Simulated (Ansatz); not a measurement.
Geometry optimisation, RHF/def2-SVP (Ansatz 0.2.0).

The input (input.yaml):

```yaml
crystal:
  periodic: [false, false, false]
  atoms:
    - { symbol: O, position_ang: [-1.4208, 0.9584, 1.2135] }
    - { symbol: C, position_ang: [-0.2699, 1.2001, 1.1648] }
    - { symbol: B, position_ang: [0.6228, 0.3551, 0.2152] }
    - { symbol: Si, position_ang: [0.003, -1.0356, -0.912] }
    - { symbol: F, position_ang: [-1.1874, -0.3837, -1.9956] }
    - { symbol: H, position_ang: [-2.35902, 1.0486, 1.51632] }
    - { symbol: H, position_ang: [1.8445, 0.5655, 0.2156] }
    - { symbol: H, position_ang: [1.0582, -1.6578, -1.6749] }
    - { symbol: H, position_ang: [-0.7319, -2.0403, -0.0309] }
basis:
  gaussian: { orbitals: def2-SVP }
hamiltonian:
  xc: hf
relax:
  f_tol: 0.02
  max_steps: 50
```

Launched with:

```bash
$ ansatz run input.yaml --threads 1 --pin off --max-ram 2048MiB --backend cpu --events-out ev --progress --plain --runs-dir out
```

Q: Where does it end, and by what steps?

A: It converged. After 24 steps the energy has fallen by 3.801 eV; H6 moved furthest, 1.32 Å. The start is strongly strained (largest force component 11 eV/Å).

| step | energy less start (eV) | largest force component (eV/Å) | accepted |
| --- | --- | --- | --- |
| 0 | 0.0000 | 10.727 | yes |
| 1 | -1.6243 | 3.261 | yes |
| 2 | -2.4043 | 2.517 | yes |
| 3 | -2.8182 | 2.793 | yes |
| 4 | -2.9972 | 2.266 | yes |
| 5 | -3.2657 | 0.957 | yes |
| 6 | -3.4397 | 0.769 | yes |
| 7 | -3.5573 | 1.680 | yes |
| 8 | -3.4712 | 2.481 | no |
| 9 | -3.6268 | 1.007 | yes |
| 10 | -3.6673 | 0.976 | yes |
| 11 | -3.6985 | 1.151 | yes |
| 12 | -3.7176 | 0.844 | yes |
| 13 | -3.7380 | 0.271 | yes |
| 14 | -3.7562 | 0.288 | yes |
| 15 | -3.7618 | 0.671 | yes |
| 16 | -3.7767 | 0.478 | yes |
| 17 | -3.7602 | 0.383 | no |
| 18 | -3.7870 | 0.279 | yes |
| 19 | -3.7919 | 0.469 | yes |
| 20 | -3.7985 | 0.285 | yes |
| 21 | -3.8009 | 0.078 | yes |
| 22 | -3.8013 | 0.049 | yes |
| 23 | -3.8014 | 0.024 | yes |
| 24 | -3.8015 | 0.010 | yes |

```xyz
9
Properties=species:S:1:pos:R:3
O -1.611 1.308 1.451
C -0.567 0.760 1.021
B 0.526 0.050 0.536
Si 0.014 -1.135 -1.007
F -1.556 -0.878 -1.354
H -1.800 2.137 1.018
H 1.623 0.181 0.995
H 0.774 -0.834 -2.241
H 0.155 -2.577 -0.706
```

Run time: 66 s on 1 thread of Arm Neoverse V1, with other jobs on the host, peak memory 0.18 GiB.
